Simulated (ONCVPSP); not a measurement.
Reading a pseudo-wave (gallium)

Columns: radius, all-electron u(r) and pseudo u(r) of the 4p shell (level -2.58 eV) of gallium in the configuration [Ar] 3d10 4s2 4p1; PBE, scalar-relativistic, ONCV scheme, ONCVPSP 4.0.1.

```json
{"r (bohr)": "0.148", "all-electron": "0.1074", "pseudo": "0.0054"}
{"r (bohr)": "0.295", "all-electron": "-0.0849", "pseudo": "0.0213"}
{"r (bohr)": "0.443", "all-electron": "-0.2002", "pseudo": "0.0474"}
{"r (bohr)": "0.590", "all-electron": "-0.1843", "pseudo": "0.0823"}
{"r (bohr)": "0.738", "all-electron": "-0.0973", "pseudo": "0.1247"}
{"r (bohr)": "0.885", "all-electron": "0.0125", "pseudo": "0.1723"}
{"r (bohr)": "1.033", "all-electron": "0.1223", "pseudo": "0.2239"}
{"r (bohr)": "1.180", "all-electron": "0.2205", "pseudo": "0.2768"}
{"r (bohr)": "1.328", "all-electron": "0.3050", "pseudo": "0.3297"}
{"r (bohr)": "1.475", "all-electron": "0.3744", "pseudo": "0.3796"}
{"r (bohr)": "1.623", "all-electron": "0.4305", "pseudo": "0.4253"}
{"r (bohr)": "1.770", "all-electron": "0.4742", "pseudo": "0.4650"}
{"r (bohr)": "1.918", "all-electron": "0.5075", "pseudo": "0.4984"}
{"r (bohr)": "2.065", "all-electron": "0.5314", "pseudo": "0.5247"}
{"r (bohr)": "2.213", "all-electron": "0.5474", "pseudo": "0.5438"}
{"r (bohr)": "2.360", "all-electron": "0.5566", "pseudo": "0.5553"}
{"r (bohr)": "2.508", "all-electron": "0.5601", "pseudo": "0.5599"}
{"r (bohr)": "2.655", "all-electron": "0.5589", "pseudo": "0.5589"}
{"r (bohr)": "2.802", "all-electron": "0.5537", "pseudo": "0.5537"}
{"r (bohr)": "2.950", "all-electron": "0.5454", "pseudo": "0.5454"}
{"r (bohr)": "3.098", "all-electron": "0.5344", "pseudo": "0.5344"}
{"r (bohr)": "3.245", "all-electron": "0.5215", "pseudo": "0.5215"}
{"r (bohr)": "3.393", "all-electron": "0.5070", "pseudo": "0.5069"}
{"r (bohr)": "3.540", "all-electron": "0.4914", "pseudo": "0.4914"}
{"r (bohr)": "3.688", "all-electron": "0.4748", "pseudo": "0.4748"}
{"r (bohr)": "3.835", "all-electron": "0.4579", "pseudo": "0.4579"}
```

Problem. How many radial nodes do the two functions have?

Solution. The all-electron 4p function has n − l − 1 = 2; the pseudo-wave has 0, since the states of the same l below it are removed with the core.

Problem. At about which radius was the pseudo-wave matched?

Solution. 2.75 bohr. The columns agree to 0.0005 from 2.51 bohr on; several derivatives are matched, so the curves merge somewhat inside the radius.

Problem. Is the pseudo-wave norm-conserving?

Solution. Yes: the ONCV scheme keeps the norm inside the radius equal to the all-electron one, which fixes the energy derivative of the logarithmic derivative at the level.
